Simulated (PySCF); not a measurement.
**C8H7O: g tensor and hyperfine couplings**

Compound: C8H7O (doublet state).
Cartesian coordinates in Å at the GFN2-xTB level; atoms count from 1:
```
atom  x, y, z in Å
C1     3.8244    0.7623    1.2268
C2     2.8448    0.4238    0.6128
C3     1.7319    0.0444   -0.0667
C4     0.7499   -0.2685   -0.6983
C5    -0.4476   -0.6889   -1.3725
C6    -1.6420   -0.8992   -0.3697
O7    -1.3272   -1.8751    0.5939
C8    -2.0603    0.3668    0.2349
C9    -1.5581    1.4978    0.6142
H10    4.6808    1.0535    1.7562
H11   -0.7444    0.0528   -2.1179
H12   -0.2654   -1.6467   -1.8678
H13   -2.4688   -1.3298   -0.9509
H14   -0.6556   -1.5169    1.1873
H15   -2.1606    2.2569    1.0908
H16   -0.5094    1.7757    0.4744
```

The hyperfine couplings belong to this conformer and change with its torsions.

Identity: `[C@H](CC#CC#C)(O)[C]=C` [radical].

Computed with UKS B3LYP, pcH-1 on C H O, non-relativistic, mean-field spin-orbit, GIAO in PySCF. Geometry: GFN2-xTB, one conformer, isolated molecule. A GFN2-xTB geometry isn't a minimum of the functional, and hyperfine couplings can be far from their values at a DFT geometry. The SCF solution wasn't tested for stability.

| Quantity | Value |
| --- | --- |
| g1, g2, g3 | 2.00156, 2.00213, 2.00285 |
| g_iso | 2.00218 |
| Form of g | rhombic: the two nearest values differ by 45 % of g3 − g1 |
| ⟨S²⟩ | 0.7588 (exact 0.7500) |
| α and β electrons | 32, 31 |

Hyperfine couplings atom by atom, in 10⁻⁴ cm⁻¹; T1 to T3 are the principal values of the dipolar part (1 × 10⁻⁴ cm⁻¹ = 2.998 MHz):

| atom | isotope | a_iso | T1 | T2 | T3 | Mulliken spin population |
| --- | --- | --- | --- | --- | --- | --- |
| C1 | 13C | 0.2 | -0.2 | -0.1 | 0.3 | 0.01 |
| C2 | 13C | -0.3 | -0.2 | 0.0 | 0.2 | 0.00 |
| C3 | 13C | 0.3 | -0.4 | -0.3 | 0.6 | 0.01 |
| C4 | 13C | -1.2 | -0.3 | 0.0 | 0.4 | -0.01 |
| C5 | 13C | 18.0 | -2.0 | -1.9 | 3.9 | 0.05 |
| C6 | 13C | 6.4 | -1.8 | -1.4 | 3.2 | -0.03 |
| O7 | 17O | -0.2 | -0.9 | 0.3 | 0.6 | 0.00 |
| C8 | 13C | 98.0 | -26.9 | -20.0 | 46.9 | 0.98 |
| C9 | 13C | -2.7 | -6.1 | 0.7 | 5.5 | -0.16 |
| H10 | 1H | -0.2 | -0.1 | -0.1 | 0.2 | 0.00 |
| H11 | 1H | -1.0 | -1.5 | -0.6 | 2.1 | 0.00 |
| H12 | 1H | 3.6 | -1.2 | -0.4 | 1.6 | 0.01 |
| H13 | 1H | 19.1 | -2.3 | -1.9 | 4.2 | 0.02 |
| H14 | 1H | -0.3 | -1.2 | -1.1 | 2.3 | 0.00 |
| H15 | 1H | 39.4 | -2.2 | -1.8 | 3.9 | 0.05 |
| H16 | 1H | 60.7 | -1.6 | -0.5 | 2.1 | 0.09 |

Largest spin populations (Mulliken): C8 (+0.98), C9 (-0.16) and H16 (+0.09). C8 is the only atom above +0.15.

Axes: g1 points within 15° of the C6–C8 bond and g2 points within 9° of the C9–H16 bond.

Under fast tumbling the dipolar parts average out, and these isotropic splittings remain: 1 × 1H (H16, I = 1/2, 2 lines) with 6.49 mT, 1 × 1H (H15, I = 1/2, 2 lines) with 4.21 mT, 1 × 1H (H13, I = 1/2, 2 lines) with 2.04 mT, 1 × 1H (H12, I = 1/2, 2 lines) with 0.39 mT, 1 × 1H (H11, I = 1/2, 2 lines) with 0.11 mT and 1 × 1H (H14, I = 1/2, 2 lines) with 0.03 mT.

The 13C coupling of C8 (293.8 MHz) shows only in satellite lines or after enrichment, since that isotope makes up about 1.07 % of natural carbon.

The spin density at the nucleus, in bohr⁻³, is negative for C9 (-0.0073) and C4 (-0.0031), for instance. A restricted open-shell determinant has no negative spin density anywhere; here it arises because α and β orbitals differ (spin polarisation).

The run took 88 s wall (grids of density and orbitals included) on an Arm Neoverse V1 with one thread (shared host), and the process peaked at 0.97 GiB of memory.
